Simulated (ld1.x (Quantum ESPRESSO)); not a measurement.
# Hg: one change to a TM potential, before and after

mercury (Hg), norm-conserving Troullier–Martins (Kleinman–Bylander form), made with ld1.x (Quantum ESPRESSO) 7.5 (PBE, scalar-relativistic). Core [Xe] 4f14, reference 5d10 6s1 6p1. Waves: 6s (bound): rc 1.70 bohr; 5d (bound): rc 1.30 bohr; 6p (bound): rc 2.90 bohr. Local part: the p channel. Core correction: none.

All-electron outer shells of the reference configuration (PBE, scalar-relativistic, ld1.x):

```
shell  level (eV)  outermost node (bohr)  outermost maximum (bohr)
   4f      -98.13                      –                      0.37
   5p      -68.79                   0.51                      0.93
   5d      -12.03                   0.55                      1.17
   6s       -8.39                   1.08                      2.18
   6p       -2.08                   1.27                      3.14
```

Change: non-relativistic.

Cutoffs: the cutoffs (Ry, on a coarse ladder) from which the occupation-weighted sum of valence levels, in a spherical-Bessel basis at the reference potential, stays within 10 and 1 mRy of its value at 400 Ry; they do not see the model core or the augmentation charge, which bear on the density cutoff. Errors are all-electron minus pseudo energies relative to the spin-unpolarised reference configuration.

**Question.** How do hardness, ghosts and transferability respond?

**Answer.** The potential gets harder (70 Ry and 90 Ry → 80 Ry and 100 Ry); of the 7 tests that both files solve, the error grows in 4 and shrinks in 1 by more than 15 % and 0.3 meV (median size 3.0 → 10.7 meV); neither file shows a bound ghost.

| quantity | base | changed |
| --- | --- | --- |
| cutoff, loose | 70 Ry | 80 Ry |
| cutoff, tight | 90 Ry | 100 Ry |
| loose cutoff by channel (10 mRy a level) | s 21 Ry, d 40 Ry, p 6 Ry | s 25 Ry, d 40 Ry, p 6 Ry |
| bound ghosts | none | none |
| error for 5d10 6s2 6p0, meV [ΔE -6.04 → -4.11 eV] | +3.0 | +3.7 |
| error for 5d10 6s1 6p0, meV [ΔE 4.65 → 4.56 eV] | -1.9 | +1.5 |
| error for 5d10 6s0 6p0, meV [ΔE 23.62 → 20.56 eV] | +4.6 | +21 |
| error for 5d10 6s0 6p2, meV [ΔE 6.54 → 4.37 eV] | -0.9 | -11 |
| error for 5d9 6s2 6p1, meV [ΔE 4.33 → 8.47 eV] | -83 | -83 |
| error for 5d10 6s0 6p1, meV [ΔE 12.06 → 9.61 eV] | +1.6 | -2.9 |
| error for 5d9 6s0 6p0, meV [ΔE 59.15 → 57.03 eV] | -150 | -169 |
| s: phases at 3.16 bohr within 0.05 rad from the reference energy up to (Ry; the scan ends near 5) | 1.2 | 1.3 |
| p: phases at 3.16 bohr within 0.05 rad from the reference energy up to (Ry; the scan ends near 5) | 2.4 | 2.4 |
| d: phases at 3.16 bohr within 0.05 rad from the reference energy up to (Ry; the scan ends near 5) | 0.4 | 0.3 |
